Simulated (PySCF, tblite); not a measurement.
Isomers of C8H13P, one GFN2-xTB conformer each. Single-point energies are computed at PBE0/pcSseg-1 (PySCF, gas phase, no added dispersion term), electronic only.

```json
{"SMILES": "CC(C)(C)p1cccc1", "GFN2-xTB relative energy (kJ/mol)": "21.9"}
{"SMILES": "C#CCP(C)C1CCC1", "GFN2-xTB relative energy (kJ/mol)": "152.3"}
{"SMILES": "C=CC1=C(C)CP(C)C1", "GFN2-xTB relative energy (kJ/mol)": "11.6"}
{"SMILES": "CC(C)P1C=CCC=C1", "GFN2-xTB relative energy (kJ/mol)": "46.0"}
{"SMILES": "CCp1cc(C)cc1C", "GFN2-xTB relative energy (kJ/mol)": "0.0"}
{"SMILES": "C=C[P@]1(=CC)C=CCC1", "GFN2-xTB relative energy (kJ/mol)": "241.0"}
{"SMILES": "C=CC[P@@]1(=C)C=CCC1", "GFN2-xTB relative energy (kJ/mol)": "211.9"}
```

Conformers: `[CH:1]#[C:2][CH2:3][P:4]([CH3:5])[CH:6]1[CH2:7][CH2:8][CH2:9]1` with C2–C3–P4–C5 -69°, C3–P4–C6–C7 179°, P4–C6–C7–C8 128°, C6–C7–C8–C9 -10°, C7–C8–C9–C6 10°, P4–C6–C9–C8 -129°; `[CH2:1]=[CH:2][C:3]1=[C:4]([CH3:5])[CH2:6][P:7]([CH3:8])[CH2:9]1` with C1–C2–C3–C4 -174°, C3–C4–C6–P7 16°, C4–C6–P7–C8 77°, C6–P7–C9–C3 20°, C2–C3–C9–P7 166°; `[CH3:1][CH:2]([CH3:3])[P:4]1[CH:5]=[CH:6][CH2:7][CH:8]=[CH:9]1` with C1–C2–P4–C5 -80°, C2–P4–C5–C6 -128°, C5–C6–C7–C8 27°, C6–C7–C8–C9 -27°, C2–P4–C9–C8 130°; `[CH3:1][CH2:2][p:3]1[cH:4][c:5]([CH3:6])[cH:7][c:8]1[CH3:9]` with C1–C2–P3–C4 -78°; `[CH2:1]=[CH:2][P@:3]1(=[CH:4][CH3:5])[CH:6]=[CH:7][CH2:8][CH2:9]1` with C1–C2–P3–C4 101°, C2–P3–C6–C7 -91°, C6–C7–C8–C9 -18°, C7–C8–C9–P3 24°, C2–P3–C9–C8 85°; `[CH2:1]=[CH:2][CH2:3][P@@:4]1(=[CH2:5])[CH:6]=[CH:7][CH2:8][CH2:9]1` with C1–C2–C3–P4 -112°, C2–C3–P4–C5 -174°, C3–P4–C6–C7 95°, C6–C7–C8–C9 12°, C7–C8–C9–P4 -17°, C3–P4–C9–C8 -92°.

Q: What does PBE0/pcSseg-1 give for the same structures?

A: 
```
              SMILES  PBE0/pcSseg-1 E (Eh)  PBE0/pcSseg-1 (kJ/mol)  GFN2-xTB (kJ/mol)  point group
       CCp1cc(C)cc1C            -653.44525                     0.0                0.0           C1
   C=CC1=C(C)CP(C)C1            -653.44109                    10.9               11.6           C1
     CC(C)(C)p1cccc1            -653.43608                    24.1               21.9           Cs
     CC(C)P1C=CCC=C1            -653.42845                    44.1               46.0           C1
C=CC[P@@]1(=C)C=CCC1            -653.36493                   210.9              211.9           C1
      C#CCP(C)C1CCC1            -653.36453                   211.9              152.3           C1
 C=C[P@]1(=CC)C=CCC1            -653.34886                   253.1              241.0           C1
```

Both levels put the same isomer lowest; measured from each level's own lowest isomer, the values differ by up to 59.6 kJ/mol (C#CCP(C)C1CCC1: 152.3 against 211.9). Neighbours under 10 kJ/mol apart (C=CC[P@@]1(=C)C=CCC1 and C#CCP(C)C1CCC1) can change places with a better method, another conformer or zero-point energy.

Q: Which frontier levels, dipoles and rotational constants go with these structures?

A: 
```csv
SMILES,"HOMO (eV, PBE0/pcSseg-1)",LUMO (eV),dipole (D),"A, B, C (MHz)"
CCp1cc(C)cc1C,-6.23,-0.86,1.30,"1776, 1154, 787.5"
C=CC1=C(C)CP(C)C1,-6.33,-0.68,1.46,"1874, 1132, 832.0"
CC(C)(C)p1cccc1,-6.63,-1.26,1.32,"2510, 1100, 1014"
CC(C)P1C=CCC=C1,-6.07,0.01,1.33,"2594, 993.4, 927.2"
C=CC[P@@]1(=C)C=CCC1,-5.14,-0.53,3.70,"1705, 1366, 980.7"
C#CCP(C)C1CCC1,-6.73,0.77,1.64,"3339, 728.3, 637.7"
C=C[P@]1(=CC)C=CCC1,-4.71,-0.56,3.10,"1721, 1257, 954.7"
```

Q: What happens when harmonic zero-point energies from GFN2-xTB frequencies are added?

A: 
| SMILES | ZPE (kJ/mol) | electronic (kJ/mol) | with ZPE (kJ/mol) |
| --- | --- | --- | --- |
| CCp1cc(C)cc1C | 483.6 | 0.0 | 0.0 |
| C=CC1=C(C)CP(C)C1 | 481.1 | 10.9 | 8.5 |
| CC(C)(C)p1cccc1 | 485.1 | 24.1 | 25.7 |
| CC(C)P1C=CCC=C1 | 486.0 | 44.1 | 46.6 |
| C=CC[P@@]1(=C)C=CCC1 | 473.8 | 210.9 | 201.1 |
| C#CCP(C)C1CCC1 | 479.7 | 211.9 | 208.1 |
| C=C[P@]1(=CC)C=CCC1 | 474.8 | 253.1 | 244.3 |

The zero-point energies span 12.2 kJ/mol. The order is unchanged.
